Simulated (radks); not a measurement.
The numbers below are computed, except where a source is named.
How relativity changes the ionisation of the gold ion Au3+ ([Xe] 4f14 5d8) to Au4+ ([Xe] 4f14 5d7). Spin-unpolarised spherical Kohn-Sham, PBE, point nucleus unless stated (finite: rms radius 5.4371 fm), a radial shooting solver on a logarithmic mesh with Libxc functionals. A level marked "c x" has the speed of light scaled by that factor and shares open shells by 2j + 1; other Dirac levels either fill j = l - 1/2 first or share by 2j + 1.

\begin{tabular}{lrrrrr}
level & E(Au3+) (hartree) & E(Au4+) (hartree) & IE (eV) & HOMO & <r> HOMO (bohr) \\ \hline
non-rel. & -17866.7867 & -17864.9914 & 48.852 & 5d & 1.415 \\
scalar-rel. & -19009.5007 & -19007.7473 & 47.712 & 5d & 1.434 \\
scalar-rel., finite nucleus & -19005.2492 & -19003.4957 & 47.713 & 5d & 1.434 \\
Dirac, 2j+1 shares & -19045.7249 & -19043.9722 & 47.693 & 5d5/2 & 1.454 \\
Dirac, low j first & -19045.7792 & -19044.0602 & 46.778 & 5d5/2 & 1.456 \\
Dirac, 2j+1 shares, finite nucleus & -19041.4245 & -19039.6717 & 47.695 & 5d5/2 & 1.454 \\
Dirac, c x 1.5 & -18338.3962 & -18336.6202 & 48.327 & 5d5/2 & 1.431 \\
Dirac, c x 5 & -17906.5124 & -17904.7188 & 48.804 & 5d5/2 & 1.416 \\
Dirac, c x 100 & -17866.8854 & -17865.0901 & 48.852 & 5d5/2 & 1.415 \\
\end{tabular}

NIST Atomic Spectra Database: 45 eV (theoretical). The relativistic part of the total energy of Au3+ is -1175 hartree (Dirac, 2j+1 shares, finite nucleus), 6.6 % of the non-relativistic value. Spin polarisation and multiplet splitting of open shells are left out at every level.

Beside tabulated values, note that relativity, absent from the non-relativistic runs, is large for the heavy elements, and spin-unpolarised runs miss the spin-polarisation part of the exchange energy of open shells.
